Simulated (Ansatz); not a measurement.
A nudged elastic band was laid between two geometries of C2H11BOSi2 (17 atoms, charge 0, multiplicity 1).

Computed with RKS PBE-D4/STO-3G in Ansatz 0.2.0.

```json
{
  "movable images": "3",
  "climbing image": "yes",
  "spring": "5.0 eV/Å²",
  "optimiser": "quadratic models (default)",
  "start path": "through a guess of the saddle point",
  "force threshold": "0.03 eV/Å",
  "iteration limit": "60",
  "end points": "relaxed"
}
```

First end point:

```xyz
17
Properties=species:S:1:pos:R:3
C -0.344 -2.139 -0.129
Si 1.266 -1.243 -0.511
C 1.350 0.456 0.327
B 0.159 1.387 -0.133
O 0.444 2.188 -1.217
Si -1.605 1.378 0.777
H -1.213 -1.606 -0.549
H -0.339 -3.156 -0.555
H -0.504 -2.232 0.957
H 2.384 -2.060 -0.055
H 1.390 -1.079 -1.954
H 1.334 0.288 1.419
H 2.333 0.895 0.069
H -0.392 2.734 -1.468
H -1.761 0.279 1.718
H -2.706 1.295 -0.177
H -1.815 2.613 1.523
```

Last end point:

```xyz
17
Properties=species:S:1:pos:R:3
C -0.282 -2.211 -0.090
Si 1.283 -1.249 -0.497
C 1.306 0.462 0.319
B 0.115 1.377 -0.176
O 0.383 2.098 -1.319
Si -1.623 1.474 0.775
H -1.179 -1.721 -0.503
H -0.236 -3.231 -0.506
H -0.426 -2.301 1.000
H 2.438 -2.012 -0.038
H 1.391 -1.100 -1.942
H 1.277 0.313 1.413
H 2.285 0.915 0.071
H -0.451 2.646 -1.575
H -2.590 2.278 0.035
H -1.481 2.092 2.087
H -2.229 0.167 0.987
```

(1) What changes between the two ends?

(2) Give the energies along the band, and the barrier.

(3) What is the geometry of the highest image?

Answers

(1) No bond is made or broken. The dihedral C3–B4–Si6–H15 goes from -11 to -174°.

(2) It converged. The highest image is number 3 of 0 to 4, 0.0 kJ/mol above the first end and 0.8 kJ/mol above the last; the last end lies 0.7 kJ/mol below the first. A structure lower than the first end lies on the path between it and the top, so the climb from that side starts below the end, which may itself be a saddle point or a shallow side well. The top lies less than 8 meV above the higher end, about what the thresholds resolve: that end is a shoulder or a very shallow well. The order of the stationary point at the top wasn't checked. So few images can step over the top or miss a turn of the path. Limits of this set-up: minimal basis.

```tsv
image	path coordinate (Å)	energy (kJ/mol)	dihedral C3–B4–Si6–H15 (°)
0	0.00	0.0	-11
1	1.69	-0.8	-54
2	3.38	-0.8	-92
3	5.07	0.0	-139
4	6.52	-0.7	-174
```

(3) 
```xyz
17
Properties=species:S:1:pos:R:3
C -0.278 -2.141 -0.031
Si 1.316 -1.231 -0.447
C 1.340 0.528 0.263
B 0.094 1.366 -0.225
O 0.300 2.079 -1.386
Si -1.629 1.372 0.760
H -1.150 -1.673 -0.517
H -0.231 -3.190 -0.370
H -0.466 -2.148 1.055
H 2.446 -1.981 0.090
H 1.465 -1.169 -1.895
H 1.364 0.441 1.364
H 2.293 0.990 -0.057
H -0.567 2.571 -1.643
H -2.771 1.308 -0.145
H -1.789 2.606 1.522
H -1.758 0.271 1.703
```

The run took 4 min on 1 thread of Arm Neoverse V2, with other jobs on the host, peak memory 0.11 GiB.
